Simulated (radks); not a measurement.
Results of a calculation; reference values are marked as such.
Q: All-electron atom: Au in [Xe] 4f14 5d10 6s(up 0.5, down 0.5) (fractional occupations, a model configuration). Level of theory: scalar-relativistic Kohn-Sham, PBE, spin-polarised, spherical densities, point nucleus (a radial shooting solver on a logarithmic mesh with Libxc functionals). Some entries of the table are withheld. Estimate them.

| orbital | occ. | eigenvalue (hartree) | <1/r> (bohr^-1) |
|---|---|---|---|
| 1s | 2 | -2968.926 | 95.83 |
| 2s | 2 | -523.8224 | 22.46 |
| 2p | 6 | -452.7678 | 19.97 |
| 3s | 2 | -123.6350 | 8.326 |
| 3p | 6 | (1) | 7.592 |
| 3d | 10 | -81.04334 | 7.145 |
| 4s | 2 | -26.83501 | 3.568 |
| 4p | 6 | (2) | 3.221 |
| 4d | 10 | -11.97652 | 2.886 |
| 5s | 2 | -3.98249 | 1.460 |
| 4f | 14 | -2.98117 | 2.462 |
| 5p | 6 | -2.19696 | 1.237 |
| 5d | 10 | -0.25273 | 0.8257 |
| 6s | 1 | -0.21176 | 0.4445 |

A: 
(1) 3p eigenvalue (hartree): -103.0298
(2) 4p eigenvalue (hartree): -20.08011
